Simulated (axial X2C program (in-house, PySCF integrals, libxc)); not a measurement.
Worked dissociation energy of FeSb: PBE0, spin-free

Computed with an in-house all-electron X2C program for linear molecules (integrals from PySCF). Spin-free means the one-electron spin-free X2C Hamiltonian. Basis: Sb dyall-cv3z [11s12p8d4f1g], Fe dyall-cv3z [9s10p6d3f2g] (cores contracted in-house); Gaussian nuclei, density fitting, unrestricted open shells. Masses: Sb 120.904 u, Fe 55.935 u.

Molecular state: M_S = 1/2, Λ = 2 (beyond evenly filled blocks: δ+α, δ+β, δ-α).

| Item | Value |
| --- | --- |
| E(Sb) (2M_S = 3, M_L = 0) | -6480.467407 hartree |
| E(Fe) (2M_S = 4, M_L = 0) | -1272.422897 hartree |
| E(FeSb) at Re | -7752.931407 hartree |
| ωe | 220.8 cm⁻¹ |
| ωexe | 0.81 cm⁻¹ |

Work out De and D0.

De = -6480.467407 + (-1272.422897) − (-7752.931407) = 0.04110 hartree = 1.118 eV. The zero-point energy is ωe/2 − ωexe/4 = 110 cm⁻¹ = 0.014 eV, so D0 = 1.105 eV.

Dissociation energies refer to the lowest single-determinant-based atoms at the same level and basis. Without a current term, density functionals place determinants with orbital angular momentum somewhat too high. The state is one determinant with fixed occupations, lowest in a PBE0 search at one distance only: followed along the bond, the 2c determinant Ω = 1/2 reaches 0.02 eV lower at PBE0, at Re = 2.389 Å, so the state shown is not the lowest. The determinant is spin-polarised beyond a pure state at some levels (its spin-free form has ⟨S²⟩ too high), which makes Re and μ there less reliable.

Each atomic determinant is the lowest at this level and need not be a pure term. Totals compare only within one Hamiltonian and basis.
